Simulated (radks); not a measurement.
All-electron atom: Os2+ in [Xe] 4f14 5d6. Calculated with a radial shooting solver on a logarithmic mesh with Libxc functionals: Dirac Kohn-Sham, BLYP, spin-unpolarised, spherical densities, point nucleus; open shells are shared between the two j in proportion to 2j + 1; speed of light set to 171.295 atomic units (1.25 times the physical value, a model run).

Spin-orbit splittings of the eigenvalues, e(l+1/2) - e(l-1/2), with zeta = 2 splitting/(2l+1) and mean radii in bohr:

shell  occ.  splitting (eV)  zeta (eV)  <r> j=l-1/2  <r> j=l+1/2
2p        6           904.1      602.7      0.06498      0.07006
3p        6           196.1      130.7       0.1909       0.2002
3d       10           46.06      18.42       0.1750       0.1779
4p        6           45.74      30.50       0.4518       0.4726
4d       10           9.225      3.690       0.4856       0.4928
4f       14           1.846     0.5273       0.5481       0.5532
5p        6           7.113      4.742        1.142        1.204
5d        6          0.7364     0.2946        1.674        1.710
6p        0          0.7368     0.4912        3.261        3.410
